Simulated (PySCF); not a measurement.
# Radial density of Rh³⁺ (rhodium, charge +3)

B3LYP, [Kr] 4d6, high-spin 5D determinant. All numbers are calculated (PySCF 2.14, scalar relativity through the core potential, in cc-pVDZ-PP with ECP28MDF (4s4p3d1f, 38 functions)). This is the valence pseudo-density: the core potential removes the inner electrons and smooths the orbitals near the nucleus.

```json
{"r (bohr)": "0.0198", "4πr²ρ (e/bohr)": "1.081e-05", "4πr²(ρα − ρβ)": "0.0000"}
{"r (bohr)": "0.0333", "4πr²ρ (e/bohr)": "2.761e-05", "4πr²(ρα − ρβ)": "0.0000"}
{"r (bohr)": "0.0561", "4πr²ρ (e/bohr)": "6.911e-05", "4πr²(ρα − ρβ)": "0.0000"}
{"r (bohr)": "0.0943", "4πr²ρ (e/bohr)": "0.0003000", "4πr²(ρα − ρβ)": "0.0001"}
{"r (bohr)": "0.159", "4πr²ρ (e/bohr)": "0.003288", "4πr²(ρα − ρβ)": "0.0011"}
{"r (bohr)": "0.267", "4πr²ρ (e/bohr)": "0.05759", "4πr²(ρα − ρβ)": "0.0180"}
{"r (bohr)": "0.449", "4πr²ρ (e/bohr)": "1.419", "4πr²(ρα − ρβ)": "0.2879"}
{"r (bohr)": "0.755", "4πr²ρ (e/bohr)": "11.91", "4πr²(ρα − ρβ)": "2.1929"}
{"r (bohr)": "1.27", "4πr²ρ (e/bohr)": "10.80", "4πr²(ρα − ρβ)": "3.1900"}
{"r (bohr)": "2.14", "4πr²ρ (e/bohr)": "1.581", "4πr²(ρα − ρβ)": "0.8153"}
{"r (bohr)": "3.59", "4πr²ρ (e/bohr)": "0.04034", "4πr²(ρα − ρβ)": "0.0222"}
{"r (bohr)": "6.04", "4πr²ρ (e/bohr)": "0.0001009", "4πr²(ρα − ρβ)": "0.0000"}
```

Energies and moments cover only the electrons outside the core potential.
